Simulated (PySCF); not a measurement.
SMILES c1(ccccc1C)C(=O)O (GFN2-xTB optimised geometry):

```
18

C     -1.845    -1.749     0.000
C     -1.044    -0.489     0.000
C     -1.699     0.738     0.000
C     -1.003     1.932     0.000
C      0.383     1.926     0.000
C      1.056     0.722     0.000
C      0.361    -0.489     0.000
C      1.129    -1.750     0.000
O      0.674    -2.869     0.002
O      2.464    -1.555    -0.003
H     -1.608    -2.350     0.876
H     -1.601    -2.356    -0.870
H     -2.909    -1.526    -0.005
H     -2.779     0.753     0.000
H     -1.541     2.869     0.001
H      0.933     2.854     0.000
H      2.134     0.704     0.000
H      2.909    -2.416    -0.002
```

Calculation: PBE0/def2-SVP (PySCF).

Question: What are the frontier orbital energies and the dipole moment?

Answer: HOMO-2 -7.82 eV, HOMO-1 -7.59 eV, HOMO -7.25 eV, LUMO -1.28 eV, LUMO+1 -0.15 eV; dipole moment 1.44 D.

On the same geometry PBE/def2-SVP run with PySCF 2.14.0 gives HOMO-2 -6.51 eV, HOMO-1 -6.21 eV, HOMO -6.05 eV, LUMO -2.08 eV, LUMO+1 -1.05 eV; dipole moment 1.30 D.

Meta-Löwdin charges at PBE0/def2-SVP: C1 -0.31, C2 0.05, C3 -0.12, C4 -0.09, C5 -0.12, C6 -0.09, C7 -0.07, C8 0.49, O9 -0.46, O10 -0.45, H11 0.13, H12 0.13, H13 0.10, H14 0.11, H15 0.11, H16 0.11, H17 0.12, H18 0.34.
